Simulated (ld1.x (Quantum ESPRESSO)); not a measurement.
**Ba: variants of one PAW potential**

Base potential:

* Element: Ba
* Generator: ld1.x (Quantum ESPRESSO) 7.5
* Type: PAW
* Functional: PBE
* Relativity: scalar-relativistic
* Frozen core: [Kr] 4d10
* Valence charge: 10
* Reference configuration: 5s2 5p6 5d0 6s1.5 6p0.5
* Partial waves: 5s (bound): rcut 2.20, rcutus 2.80 bohr; 6s (bound): rcut 2.20, rcutus 2.80 bohr; 5p (bound): rcut 2.50, rcutus 3.00 bohr; 6p (bound): rcut 2.50, rcutus 3.00 bohr; 5d (bound, empty): rcut 2.05, rcutus 2.80 bohr; 5d channel at 1.15 Ry: rcut 2.05, rcutus 2.80 bohr
* Local potential: all-electron potential smoothed inside 2.10 bohr (lloc = -1)
* Core correction: a·sin(br)/r model core, default radius (core density twice the valence density)
* Augmentation charge: BESSEL, radius 1.95 bohr

All-electron outer shells of the reference configuration (PBE, scalar-relativistic, ld1.x):

```json
{"shell": "4p", "level (eV)": "-181.60", "outermost node (bohr)": "0.35", "outermost maximum (bohr)": "0.65"}
{"shell": "4d", "level (eV)": "-90.28", "outermost node (bohr)": "0.32", "outermost maximum (bohr)": "0.70"}
{"shell": "5s", "level (eV)": "-34.26", "outermost node (bohr)": "0.80", "outermost maximum (bohr)": "1.47"}
{"shell": "5p", "level (eV)": "-19.31", "outermost node (bohr)": "0.86", "outermost maximum (bohr)": "1.67"}
{"shell": "6s", "level (eV)": "-3.53", "outermost node (bohr)": "1.96", "outermost maximum (bohr)": "4.10"}
{"shell": "5d", "level (eV)": "-2.44", "outermost node (bohr)": "1.00", "outermost maximum (bohr)": "2.46"}
{"shell": "6p", "level (eV)": "-1.50", "outermost node (bohr)": "2.35", "outermost maximum (bohr)": "5.34"}
```

Cutoffs, loose and tight: the cutoffs (Ry, on a coarse ladder) from which the occupation-weighted sum of valence levels, in a spherical-Bessel basis at the reference potential, stays within 10 and 1 mRy of its value at 400 Ry. They do not see the model core or the augmentation charge, which bear on the density cutoff. Test errors are all-electron minus pseudo excitation energies from the reference, over the configurations 5s2 5p6 5d0 6s2 6p0; 5s2 5p6 5d0 6s1 6p0; 5s2 5p6 5d0 6s0 6p0; 5s2 5p6 5d0 6s0 6p1; 5s2 5p6 5d0 6s1 6p1; 5s2 5p6 5d0 6s1.5 6p0; 5s2 5p5 5d0 6s2 6p0. A dash means not determined; rows that change the core or the reference have their own tests.

Cutoffs are not given where the Bessel-basis levels miss the radial ones by over 6 mRy, ghosts where they miss by over 20 mRy; a channel whose overlap is not positive is not tested.

The default core radius of the base comes out at 1.19 bohr.

A file whose overlap is not positive is unfit for use, and its test errors describe a broken file.

| change | outcome | bound ghosts | largest test error (meV) |
| --- | --- | --- | --- |
| base | generated, overlap not positive | not determined (overlap not positive) | -6.1 |
| core correction a·sin(br)/r model core, default radius (ld1.x builds one for every PAW set, though the input has nlcc=.false.) | generated, overlap not positive | not determined (overlap not positive) | -6.2 |
| core correction a·sin(br)/r model core inside 1.18 bohr | generated, overlap not positive | not determined (overlap not positive) | -6.1 |
| core correction a·sin(br)/r model core inside 1.38 bohr | generated, overlap not positive | not determined (overlap not positive) | -6.8 |
| core correction a·sin(br)/r model core inside 1.60 bohr | generated, overlap not positive | not determined (overlap not positive) | -7.9 |
| core correction a·sin(br)/r model core inside 1.94 bohr | generated, overlap not positive | not determined (overlap not positive) | -7.0 |
| core correction a·sin(br)/r model core inside 2.28 bohr | generated, overlap not positive | not determined (overlap not positive) | -6.3 |
| core correction a·sin(br)/r model core inside 2.50 bohr | generated, overlap not positive | not determined (overlap not positive) | -6.1 |
| core correction a·sin(br)/r model core inside 2.78 bohr | generated, overlap not positive | not determined (overlap not positive) | -6.1 |
| core correction a·sin(br)/r model core inside 3.00 bohr | generated, overlap not positive | not determined (overlap not positive) | -6.1 |
| core correction a·sin(br)/r model core inside 3.40 bohr | generated, overlap not positive | not determined (overlap not positive) | -6.2 |
